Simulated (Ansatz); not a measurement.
## HfH2Cl2O2 (SMILES Cl[Hf](Cl)(O)O): the energy to break a bond

HfH2Cl2O2 has 7 atoms, charge 0, and is taken as a singlet. As SMILES, `Cl[Hf](Cl)(O)O`. Geometry: optimised at r2SCAN/def2-SVP. This is one conformer, not always the lowest.

```jsonl
{"atom": "Cl", "x (Å)": "-1.4727", "y (Å)": "-2.1799", "z (Å)": "0.0035"}
{"atom": "Hf", "x (Å)": "0.0992", "y (Å)": "-0.4060", "z (Å)": "-0.0237"}
{"atom": "Cl", "x (Å)": "2.3094", "y (Å)": "-1.2436", "z (Å)": "-0.2024"}
{"atom": "O", "x (Å)": "-0.2598", "y (Å)": "0.7140", "z (Å)": "-1.5248"}
{"atom": "O", "x (Å)": "-0.0570", "y (Å)": "0.5822", "z (Å)": "1.5998"}
{"atom": "H", "x (Å)": "-0.4573", "y (Å)": "1.3631", "z (Å)": "-2.2015"}
{"atom": "H", "x (Å)": "-0.1618", "y (Å)": "1.1702", "z (Å)": "2.3491"}
```

Wanted: the dissociation energy of the H6–O4 bond into doublet H and doublet HfHCl2O2 (shapes relaxed at r2SCAN/def2-SVP, no zero-point term). 1 Eh = 2625.50 kJ/mol = 27.2114 eV. Totals in Eh; open shells run unrestricted unless said.

| level | program | HfH2Cl2O2 | doublet H | doublet HfHCl2O2 |
| --- | --- | --- | --- | --- |
| HF/def2-SVP (core potential) | Ansatz | -1117.271896 | -0.499278 | -1116.614911 |
| PBE/def2-SVP (core potential) | Ansatz | -1119.452402 | -0.498629 | -1118.754178 |

**Question.** Work out the dissociation energy at each level.

**Answer.** 
1. HF/def2-SVP (core potential): (-0.499278) + (-1116.614911) − (-1117.271896) = 0.157707 Eh = 414.1 kJ/mol = 4.29 eV.
2. PBE/def2-SVP (core potential): (-0.498629) + (-1118.754178) − (-1119.452402) = 0.199595 Eh = 524.0 kJ/mol = 5.43 eV.

The levels span 414 to 524 kJ/mol; no measured value is set beside them. Hartree–Fock lacks the correlation of the electrons that are unpaired, so it comes out low. A bond enthalpy at 298 K also holds the loss of zero-point energy and thermal terms.
